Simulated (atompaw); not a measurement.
An all-electron radial function and its pseudo partner (zinc (Zn))

Columns: radius, all-electron u(r) and pseudo u(r) of the 4p shell (level -4.42 eV) of zinc in the configuration [Ar] 3d10 4s1.5 4p0; LDA (PW92), scalar-relativistic, PAW (atompaw) scheme, atompaw 4.2.0.5.

```csv
r (bohr),all-electron,pseudo
0.094,0.1149,0.0026
0.188,0.0732,0.0102
0.283,-0.0529,0.0228
0.377,-0.1534,0.0399
0.471,-0.2002,0.0611
0.565,-0.1993,0.0858
0.660,-0.1652,0.1139
0.754,-0.1121,0.1441
0.848,-0.0494,0.1759
0.942,0.0165,0.2088
1.037,0.0824,0.2424
1.131,0.1447,0.2755
1.225,0.2028,0.3079
1.319,0.2561,0.3391
1.413,0.3044,0.3687
1.508,0.3481,0.3968
1.602,0.3865,0.4225
1.696,0.4202,0.4461
1.790,0.4497,0.4675
1.885,0.4752,0.4868
1.979,0.4967,0.5037
2.073,0.5148,0.5186
2.167,0.5296,0.5313
2.262,0.5415,0.5421
2.356,0.5506,0.5507
2.450,0.5572,0.5572
```

How many radial nodes do the two functions have?

The all-electron 4p function has n − l − 1 = 2; the pseudo-wave has 0, since the states of the same l below it are removed with the core.

Is the pseudo-wave norm-conserving?

No, it belongs to a PAW set: the norm inside the radius is not constrained, and the difference is carried by the augmentation charge.
